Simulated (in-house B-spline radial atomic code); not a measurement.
**Removing one electron from Eu61+**

Closed shell 1s2. Computed with a B-spline radial code for spherical atoms: Koopmans values of Dirac-Hartree-Fock plus a diagonal self-energy, in second order or with its direct term screened (direct RPA, with the hole-particle interaction, or full time-dependent Hartree-Fock), linearised in energy; no-pair Dirac-Coulomb Hamiltonian, finite nucleus. Shifts add to the Koopmans value (the ΔSCF shift is orbital relaxation alone); the final value takes TDHF screening with Breit and QED.

Command:
```bash
python run_mb.py task.json out
```
Settings (nuclear radius in fm, box in bohr, cutoff in hartree):
```
basis_form          2
Z                   63
core_configuration  1s2
rms_radius          5.1115
mass_number         153
speed_of_light      137.036
box_radius          2.213
lmax                7
intervals           56
virtual_cutoff      15876.0
```

Run time, properties included: 0.4 s on 1 thread of Arm Neoverse V2, on a shared host.

Energies in eV:

```json
{"subshell": "1s1/2", "Koopmans": "56031.32", "ΔSCF shift": "-1.847", "second order": "?", "direct RPA": "?", "hole-particle": "?", "TDHF": "?", "Breit + QED": "?", "final": "?"}
```

Question: What does the self-energy do to 1s1/2?

Answer: It shifts the removal energy by -0.613 eV in second order, -0.581 with direct RPA, -0.619 with the hole-particle term and -0.626 with TDHF screening (quasi-particle weight 1.000); Breit and QED add -166.952 eV. The final value is 55863.74 eV, against 55865.93 ± 0.08 eV (NIST, tabulated theory). Recoil and two-electron QED terms are left out.
